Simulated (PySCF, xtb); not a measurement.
Ge(Me)(NH2) (CH5GeN), SMILES [NH2][Ge][CH3] (connectivity only; charge and spin as stated), neutral, multiplicity 1. Other conformers were not sampled.

Harmonic wavenumbers (cm⁻¹) from GFN2-xTB (xtb 6.7.1) at its own minimum, in rising order: 62, 221, 411, 450, 515, 613, 618, 632, 724, 1294, 1472, 1483, 1499, 2981, 2984, 2992, 3431, 3468.

Task: What does ωB97X-D3(BJ)/def2-SVP in PySCF give at its own minimum? (Estimate from the structure and the level; the computed values follow.)

Result: 33, 247, 479, 502, 564, 695, 706, 726, 823, 1246, 1432, 1446, 1546, 3046, 3143, 3167, 3592, 3705. Paired by order, the mean absolute difference is 86 cm⁻¹ and the zero-point energies are 37.0 and 38.7 kcal/mol.
